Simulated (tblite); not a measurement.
Species: C₂H₈SeSi₂.
Bonds: Si1–Se2, Se2–Si3, Si3–C4, C4–C5, Si3–C5. Hydrogens: H6, H7, H8 on Si1; H9 on Si3; H10, H11 on C4; H12, H13 on C5.

Computed with GFN2-xTB (tblite), gas phase: L-BFGS steps from a force-field or distance-geometry start until the largest atomic force falls under 0.01 eV/Å.

Step 15: E = -407.7829 eV
```
atom  x, y, z in Å  |  force x, y, z in eV/Å
Si1     2.6184    0.1909    0.1376   -0.079   0.016  -0.025
Se2     1.2474    1.4892   -1.1584    0.121   0.047  -0.022
Si3    -0.9454    0.9395   -0.8542   -0.073  -0.009   0.074
C4     -1.5570   -0.2268    0.4956    0.034   0.087   0.069
C5     -1.5371   -0.8434   -0.9106    0.018  -0.078  -0.036
H6      3.6873    1.1096    0.5014   -0.004  -0.026   0.026
H7      3.1045   -0.9201   -0.6718   -0.018  -0.002  -0.032
H8      1.8634   -0.3010    1.2827   -0.024   0.033   0.014
H9     -1.7520    2.0468   -1.3268   -0.003   0.006  -0.004
H10    -0.8814   -0.6716    1.2125   -0.007   0.024   0.031
H11    -2.5394   -0.0704    0.9175    0.042   0.000   0.018
H12    -0.8140   -1.6325   -1.0481    0.028  -0.107  -0.048
H13    -2.4991   -1.1099   -1.3176   -0.034   0.010  -0.064
```

Step 16: E = -407.7847 eV
```
atom  x, y, z in Å  |  force x, y, z in eV/Å
Si1     2.6128    0.1937    0.1345   -0.019  -0.017   0.008
Se2     1.2447    1.4924   -1.1573    0.141   0.068  -0.041
Si3    -0.9438    0.9377   -0.8522   -0.098  -0.007   0.042
C4     -1.5551   -0.2253    0.4979    0.025   0.011   0.010
C5     -1.5354   -0.8464   -0.9109    0.009  -0.047   0.006
H6      3.6865    1.1077    0.5032   -0.031  -0.042   0.012
H7      3.1012   -0.9198   -0.6734   -0.034   0.023  -0.018
H8      1.8597   -0.2983    1.2819   -0.020   0.037  -0.001
H9     -1.7438    2.0491   -1.3281   -0.009  -0.007   0.001
H10    -0.8811   -0.6718    1.2151    0.004   0.025   0.031
H11    -2.5371   -0.0691    0.9204    0.034  -0.003   0.008
H12    -0.8146   -1.6387   -1.0516    0.008  -0.065  -0.019
H13    -2.4984   -1.1108   -1.3197   -0.010   0.023  -0.039
```

Step 17: E = -407.7860 eV
```
atom  x, y, z in Å  |  force x, y, z in eV/Å
Si1     2.6085    0.1954    0.1324    0.022  -0.034   0.025
Se2     1.2454    1.4960   -1.1572    0.107   0.070  -0.046
Si3    -0.9443    0.9364   -0.8501   -0.054   0.001  -0.001
C4     -1.5533   -0.2242    0.4998    0.010  -0.059  -0.031
C5     -1.5341   -0.8496   -0.9110    0.004  -0.013   0.036
H6      3.6853    1.1056    0.5046   -0.043  -0.048   0.006
H7      3.0980   -0.9191   -0.6750   -0.042   0.034  -0.010
H8      1.8565   -0.2958    1.2813   -0.021   0.037  -0.008
H9     -1.7380    2.0509   -1.3291   -0.019  -0.009   0.003
H10    -0.8808   -0.6715    1.2175    0.016   0.024   0.031
H11    -2.5349   -0.0682    0.9227    0.020  -0.004   0.005
H12    -0.8148   -1.6444   -1.0543   -0.015  -0.027   0.003
H13    -2.4981   -1.1111   -1.3219    0.016   0.029  -0.013
```

Question: Estimate the geometry and energy of step 18. (The exact step hangs on the optimiser's Hessian estimate; all steps are aligned on step 17, rigid shifts and turns removed.)

Answer: E = -407.7870 eV, largest force 0.102 eV/Å
```
atom  x, y, z in Å  |  force x, y, z in eV/Å
Si1     2.6054    0.1961    0.1313    0.031  -0.032   0.025
Se2     1.2479    1.5004   -1.1579    0.053   0.055  -0.038
Si3    -0.9454    0.9354   -0.8486    0.015   0.004  -0.033
C4     -1.5517   -0.2244    0.5010    0.000  -0.092  -0.044
C5     -1.5330   -0.8524   -0.9105    0.003   0.010   0.042
H6      3.6836    1.1032    0.5058   -0.035  -0.043   0.008
H7      3.0945   -0.9179   -0.6764   -0.043   0.029  -0.011
H8      1.8534   -0.2930    1.2806   -0.026   0.032  -0.005
H9     -1.7334    2.0523   -1.3300   -0.033  -0.005   0.001
H10    -0.8803   -0.6710    1.2199    0.028   0.020   0.028
H11    -2.5326   -0.0678    0.9246    0.006  -0.008   0.001
H12    -0.8154   -1.6494   -1.0563   -0.027   0.001   0.019
H13    -2.4976   -1.1110   -1.3236    0.028   0.030   0.006
```

The energy changes by -0.0010 eV. The first-order estimate −F·Δx gives -0.0014 eV and the mean of the old and new forces, exact on a quadratic surface, -0.0010 eV. The step makes an angle of 60° with the force vector and moves no atom by more than 0.005 Å.

The cost below is that of the whole relaxation. The run took 1.0 s of wall time on an Arm Neoverse N1 with one thread, no GPU, on a shared host.
